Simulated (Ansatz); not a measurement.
CH5BrFGaOSi (`FC([SiH3])[O][GaH][Br]`), relaxed with RKS PBE0-D4/def2-TZVP in Ansatz from a GFN2-xTB geometry. The force threshold is 0.005 eV/Å; the program also tests the step.

Total charge 0; spin multiplicity 1.

Start:

```xyz
11

F     0.637   -0.439   -1.244
C     0.365    0.702   -0.305
Si    1.183    0.247    1.373
O    -0.980    0.778   -0.205
Ga   -1.653   -0.577   -1.212
Br   -2.482   -2.287    0.024
H     0.799    1.551   -0.847
H     0.536   -0.990    1.811
H     0.903    1.386    2.241
H     2.602    0.063    1.070
H    -1.911   -0.435   -2.706
```

Task: By how much does the energy fall, and how many steps does the optimiser take? (Best estimate.)

Result: Ansatz gave: 8.25 kJ/mol, in 11 steps.

Task: Which bonds change most? (Estimate.)

Result: Computed: O4–Ga5 from 1.817 to 1.852 Å; Ga5–H11 from 1.522 to 1.546 Å; Si3–H9 from 1.460 to 1.484 Å.

Task: Give the relaxed structure. (An estimate is asked.)

Result: Computed: 
```xyz
11

F     0.539   -0.496   -1.210
C     0.343    0.702   -0.312
Si    1.158    0.251    1.365
O    -0.990    0.859   -0.266
Ga   -1.631   -0.556   -1.273
Br   -2.218   -2.369   -0.012
H     0.855    1.490   -0.880
H     0.469   -0.943    1.904
H     0.976    1.423    2.256
H     2.606   -0.008    1.158
H    -2.106   -0.353   -2.731
```
